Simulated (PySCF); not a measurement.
## ZnB: energy against distance

Set-up: basis Zn x2c-TZVPPall, B x2c-TZVPPall; spin-free X2C with a Gaussian nucleus; PySCF 2.14. Energies in eV from Zn + B in their ground configurations at the same level. All curves are PBE0. state 1: ²Π (doublet), unpaired electrons π ↑; state 2: ²Σ⁺ (doublet), unpaired electrons σ ↑, a second solution, started from another occupation; state 3: quartet, unpaired electrons σ ↑, π ↑↑, a second solution, started from another occupation; state 4: ⁴Π (quartet), unpaired electrons σ ↑↑, π ↑, a second solution, started from another occupation.

```json
{"R (Å)": "1.916", "state 1": "-0.2587", "state 2": "0.7050", "state 3": "0.5724", "state 4": "0.9345"}
{"R (Å)": "2.005", "state 1": "-0.4203", "state 2": "0.4144", "state 3": "0.6236", "state 4": "0.8413"}
{"R (Å)": "2.094", "state 1": "-0.5054", "state 2": "0.2194", "state 3": "0.7434", "state 4": "0.8391"}
{"R (Å)": "2.161", "state 1": "-0.5340", "state 2": "0.1189", "state 3": "0.8633", "state 4": "0.8808"}
{"R (Å)": "2.228", "state 1": "-0.5411", "state 2": "0.0478", "state 3": "0.9996", "state 4": "0.9498"}
{"R (Å)": "2.295", "state 1": "-0.5329", "state 2": "-0.0011", "state 3": "1.1463", "state 4": "1.0394"}
{"R (Å)": "2.384", "state 1": "-0.5058", "state 2": "-0.0413", "state 3": "1.3502", "state 4": "1.1816"}
{"R (Å)": "2.495", "state 1": "-0.4572", "state 2": "-0.0650", "state 3": "1.6057", "state 4": "1.3821"}
{"R (Å)": "2.629", "state 1": "-0.3907", "state 2": "-0.0718", "state 3": "1.8977", "state 4": "1.6382"}
{"R (Å)": "2.807", "state 1": "-0.3042", "state 2": "-0.0660", "state 3": "2.2403", "state 4": "1.9815"}
```

**Question.** Put a parabola through the three lowest points of the state 1 curve and estimate Re, k and ωe (reduced mass 9.392 u; 1 eV/Å² = 0.16022 mdyn/Å; ωe = 1302.8·√(k/μ) cm⁻¹).

**Answer.** Through R = 2.161, 2.228, 2.295 Å the second-order coefficient is 1.70 eV/Å², so Re ≈ 2.226 Å, k ≈ 0.546 mdyn/Å and ωe ≈ 314 cm⁻¹. A polynomial fit of higher order to the unrounded PBE0 energies gives Re = 2.222 Å, k = 0.566 mdyn/Å, ωe = 320 cm⁻¹; anharmonicity and rounding make the difference.

The higher-order fit for each curve: state 1: Re = 2.222 Å, ωe = 320 cm⁻¹, De = 0.54 eV; state 2: Re = 2.628 Å, ωe = 127 cm⁻¹, minimum 0.072 eV below the ground-state fragments; state 4: Re = 2.051 Å, ωe = 525 cm⁻¹, minimum 0.83 eV above the ground-state fragments. State 3 gave no clean fit.

The state was picked by a PBE0 search and need not be the measured ground state.
